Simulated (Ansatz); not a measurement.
One change: `C[SiH]1CCO1` becomes `Br[SiH]1CCO1`.

Ansatz, PBE0-D4/def2-TZVP geometries, multiplicity 1. 

Scalar relativity is left out up to krypton.

```
                                          property  `C[SiH]1CCO1`
                HOMO energy (PBE0/def2-TZVPP) / eV          -7.65
  size of the dipole moment (B3LYP/def2-TZVPP) / D           1.76
size of the dipole moment (ωB97M-V/def2-TZVPP) / D           1.76
               LUMO energy (B3LYP/def2-TZVPP) / eV           0.28
               HOMO energy (B3LYP/def2-TZVPP) / eV          -7.43
             HOMO–LUMO gap (B3LYP/def2-TZVPP) / eV           7.71
```

Task: Give the same properties after the change, and the shifts. (Estimate.)

Result: The calculation gave: 
```
                                          property  `Br[SiH]1CCO1`  shift
                HOMO energy (PBE0/def2-TZVPP) / eV           -8.21  -0.56
  size of the dipole moment (B3LYP/def2-TZVPP) / D            2.42   0.66
size of the dipole moment (ωB97M-V/def2-TZVPP) / D            2.43   0.67
               LUMO energy (B3LYP/def2-TZVPP) / eV           -0.25  -0.53
               HOMO energy (B3LYP/def2-TZVPP) / eV           -7.98  -0.55
             HOMO–LUMO gap (B3LYP/def2-TZVPP) / eV            7.73   0.02
```

Dipoles are sizes alone; their direction can turn.

B3LYP here is the variant with VWN-RPA as its local correlation; programs differ in this.

Spin–orbit coupling is left out; it splits and shifts lone-pair levels of the heavy atoms by tenths of an eV.
